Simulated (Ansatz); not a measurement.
**Relative stability**

Two isomers of CH₅AlBF, singlet, relaxed at PBE0-D4/def2-TZVP (vibrations not checked).

A:

B1  (-1.004, 1.565, -0.892)
Al2  (0.288, -0.088, -0.565)
C3  (0.531, -1.105, 1.076)
F4  (1.201, -0.554, -1.872)
H5  (-2.134, 1.440, -1.276)
H6  (-0.669, 2.699, -0.695)
H7  (-0.183, -0.831, 1.857)
H8  (0.432, -2.179, 0.889)
H9  (1.538, -0.948, 1.478)
(Å)

B:

B1  (-0.567, 1.281, 0.095)
C2  (0.575, 0.419, -0.396)
Al3  (0.099, -1.380, 0.237)
F4  (-0.868, -2.300, -0.729)
H5  (-1.543, 1.446, -0.580)
H6  (-0.553, 1.736, 1.206)
H7  (0.659, 0.273, -1.478)
H8  (1.546, 0.564, 0.090)
H9  (0.651, -2.038, 1.555)
(Å)

Computed with Ansatz 0.2.0 (basis: def2-TZVPP); correlated methods freeze the cores. B3LYP uses VWN-RPA correlation.

Which structure is lower at CCSD(T), and by how much? (An estimate is asked for; the value comes from the calculation.)

Computed: B, by 16.62 kcal/mol (electronic energy, against the other). By their contacts, A is CH₅AlBF ([BH2][Al]([CH3])[F]) and B is CH₅AlBF ([BH2][CH2][AlH][F]).

All methods give the same order:

```
   method  E(B) − E(A) (kcal/mol)
   PBE-D4                  -17.01
r2SCAN-D4                  -17.94
  PBE0-D4                  -16.76
 B3LYP-D4                  -16.78
  wB97M-V                  -17.80
       HF                  -14.60
      MP2                  -18.51
     CCSD                  -15.98
  CCSD(T)                  -16.62
```

No T1 diagnostic of these runs exceeds 0.013.

Labels in which every atom is bracketed show which atoms are joined, not bond orders.
